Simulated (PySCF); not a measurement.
C2H3Cl3, SMILES CC(Cl)(Cl)Cl.

Geometry optimised at ωB97X-D3(BJ)/def2-SVP.

Level of theory: PBE/def2-TZVP run with PySCF.

Gas-phase values at a fixed geometry.

```
Property                                                                                                       Result
---------------------------------------------------------------------------------------------  ----------------------
total energy                                                                                      -1458.01878 hartree
point group                                                                                                       C3v
highest occupied level                                                                                       -7.23 eV
lowest empty level                                                                                           -1.79 eV
orbital gap                                                                                                   5.44 eV
dipole moment                                                                                                  1.72 D
quadrupole, principal values (traceless, Buckingham form, about the centre of nuclear charge)  -1.39, -1.39, 2.78 D·Å
mean static polarisability                                                                       62.4 bohr³ (9.24 Å³)
polarisability, principal values                                                               55.9, 65.6, 65.6 bohr³
```
